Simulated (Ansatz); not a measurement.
`C[SiH2]B[SiH3]`. Total charge 0; spin multiplicity 1. Geometry: relaxed with PBE0-D4/def2-TZVP. It is one conformer, not always the lowest.

```xyz
13

C     0.236   -0.567   -1.852
Si    1.347    0.103   -0.497
B     0.404    0.691    1.173
Si   -1.473    0.145    1.619
H    -0.383   -1.385   -1.476
H    -0.431    0.213   -2.228
H     0.824   -0.941   -2.692
H     2.227    1.176   -1.046
H     2.250   -0.986   -0.002
H     0.991    1.405    1.933
H    -2.324    1.186    0.962
H    -1.806    0.130    3.070
H    -1.860   -1.170    1.035
```

(1) What is the dipole moment at PBE/def2-TZVPP? (An estimate is asked.)

(2) And with r2SCAN, B3LYP, ωB97M-V? (Estimate.)

(3) Give the Mulliken charges with PBE, r2SCAN, ωB97M-V in def2-TZVPP. (Estimate.)

Answers

(1) Computed: 0.54 D, with components (-0.14, -0.12, -0.51) D in this frame, pointing from negative to positive charge.

(2) Ansatz gave: r2SCAN 0.51 D, B3LYP 0.43 D, ωB97M-V 0.42 D.

(3) Ansatz gave: 
```csv
atom,PBE,r2SCAN,ωB97M-V
C1,-0.37,-0.32,-0.46
Si2,0.14,0.25,0.15
B3,0.07,0.01,-0.05
Si4,0.07,0.17,0.03
H5,0.11,0.08,0.12
H6,0.11,0.08,0.12
H7,0.11,0.08,0.13
H8,-0.07,-0.09,-0.04
H9,-0.06,-0.08,-0.03
H10,0.05,0.03,0.11
H11,-0.04,-0.07,-0.02
H12,-0.05,-0.07,-0.03
H13,-0.05,-0.08,-0.03
```

B3LYP here is the variant with VWN-RPA as its local correlation; programs differ in this.
